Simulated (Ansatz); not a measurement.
Ansatz (a first-principles code) input (PBE/6-31G*):

Ansatz 0.2 input:
```yaml
crystal:
  periodic: [false, false, false]
  atoms:
    - {symbol: O, position_ang: [1.45095573, -0.26773759, 0.00950262]}
    - {symbol: Si, position_ang: [0.00068057, 0.30200535, 0.00469886]}
    - {symbol: O, position_ang: [-1.45214674, -0.26077178, -0.01772562]}
basis:
  gaussian:
    orbitals: 6-31G*
hamiltonian:
  xc: {name: PBE}
total_charge: -1
magnetization: {spin_polarized: true, initial_magnetization: 1}
relax: {f_tol: 0.003, max_steps: 120}
```

Output:

```
Functional definition: PBE
integrals: 0.01 GiB planned
468 factors; their error is unknown
mean field: 0.11 GiB planned
mean field evaluation 1: about -11962.9880 eV, gradient 1.8e1 eV
mean field evaluation 2: about -11953.0158 eV, gradient 5.3e1 eV
mean field evaluation 4: about -11964.2494 eV, gradient 6.3e-1 eV
mean field evaluation 8: about -11964.2056 eV, gradient 9.2e-3 eV
mean field -11964.20561037 eV, -439.6764465514 hartree, gradient 2.3e-5 eV, S^2 0.752288; 0 other end points of the search recorded, 0 dependent functions left out
the calculation of the forces begins
reference -11964.20563793 eV, -439.6764475641 hartree; 16, 15 occupied and 33, 34 virtual orbitals, 468 factors
relax step   1: F+E_penalty+E_count = -11964.20561037 eV  Δ(F+E_penalty+E_count) = +0.000e0 eV  max|allowed force component| = 1.101e0 eV/Å  Δτ_max = 0.0000 Å  (27 SCF iters, accepted)
these checks for a lower state are left out or cut short: starts, cluster_reference, orbital_swaps, neighbouring_geometries, increment
integrals: 0.01 GiB planned
468 factors; their error is unknown
mean field: 0.11 GiB planned
mean field evaluation 16: about -11964.2719 eV, gradient 6.2e-1 eV
mean field -11964.22785805 eV, -439.6772641386 hartree, gradient 8.0e-5 eV, S^2 0.752300; 0 other end points of the search recorded, 0 dependent functions left out
the calculation of the forces begins
reference -11964.22788555 eV, -439.6772651490 hartree; 16, 15 occupied and 33, 34 virtual orbitals, 468 factors
relax step   2: F+E_penalty+E_count = -11964.22785805 eV  Δ(F+E_penalty+E_count) = -2.225e-2 eV  max|allowed force component| = 5.783e-1 eV/Å  Δτ_max = 0.0108 Å  (27 SCF iters, accepted)
these checks for a lower state are left out or cut short: starts, cluster_reference, orbital_swaps, neighbouring_geometries, increment
integrals: 0.01 GiB planned
468 factors; their error is unknown
mean field: 0.11 GiB planned
mean field -11964.23785821 eV, -439.6776316374 hartree, gradient 7.9e-5 eV, S^2 0.752307; 0 other end points of the search recorded, 0 dependent functions left out
the calculation of the forces begins
reference -11964.23788561 eV, -439.6776326445 hartree; 16, 15 occupied and 33, 34 virtual orbitals, 468 factors
relax step   3: F+E_penalty+E_count = -11964.23785821 eV  Δ(F+E_penalty+E_count) = -1.000e-2 eV  max|allowed force component| = 9.508e-2 eV/Å  Δτ_max = 0.0118 Å  (28 SCF iters, accepted)
these checks for a lower state are left out or cut short: starts, cluster_reference, orbital_swaps, neighbouring_geometries, increment
integrals: 0.01 GiB planned
468 factors; their error is unknown
mean field: 0.11 GiB planned
mean field evaluation 32: about -11964.2384 eV, gradient 8.1e-5 eV
mean field -11964.23836196 eV, -439.6776501502 hartree, gradient 8.1e-5 eV, S^2 0.752275; 0 other end points of the search recorded, 0 dependent functions left out
the calculation of the forces begins
reference -11964.23838929 eV, -439.6776511543 hartree; 16, 15 occupied and 33, 34 virtual orbitals, 468 factors
relax step   4: F+E_penalty+E_count = -11964.23836196 eV  Δ(F+E_penalty+E_count) = -5.038e-4 eV  max|allowed force component| = 1.488e-2 eV/Å  Δτ_max = 0.0095 Å  (27 SCF iters, accepted)
these checks for a lower state are left out or cut short: starts, cluster_reference, orbital_swaps, neighbouring_geometries, increment
integrals: 0.01 GiB planned
468 factors; their error is unknown
mean field: 0.11 GiB planned
mean field -11964.23838500 eV, -439.6776509967 hartree, gradient 1.6e-5 eV, S^2 0.752281; 0 other end points of the search recorded, 0 dependent functions left out
the calculation of the forces begins
reference -11964.23841234 eV, -439.6776520012 hartree; 16, 15 occupied and 33, 34 virtual orbitals, 468 factors
relax step   5: F+E_penalty+E_count = -11964.23838500 eV  Δ(F+E_penalty+E_count) = -2.303e-5 eV  max|allowed force component| = 1.566e-4 eV/Å  Δτ_max = 0.0016 Å  (24 SCF iters, accepted)
integrals: 0.01 GiB planned
468 factors; their error is unknown
mean field: 0.11 GiB planned
mean field -11964.23838500 eV, -439.6776509967 hartree, gradient 1.6e-5 eV, S^2 0.752281; 1 other end points of the search recorded, 0 dependent functions left out
the calculation of the forces begins
reference -11964.23841234 eV, -439.6776520012 hartree; 16, 15 occupied and 33, 34 virtual orbitals, 468 factors
Total energy: -11964.23841234 eV, -439.6776520012 hartree
Atom 0 at     1.469125    -0.277496     0.009522 Å, force     0.000099     0.000078     0.000002 eV/Å
Atom 1 at     0.000724     0.321436     0.005001 Å, force    -0.000000    -0.000157    -0.000002 eV/Å
Atom 2 at    -1.470360    -0.270443    -0.018047 Å, force    -0.000099     0.000079     0.000000 eV/Å
Dipole moment:     0.000243     0.108021     0.001681 e Å
```

The dipole moment of an ion depends on the origin.

The geometry given is a B3LYP-D3(BJ)/def2-TZVP minimum.
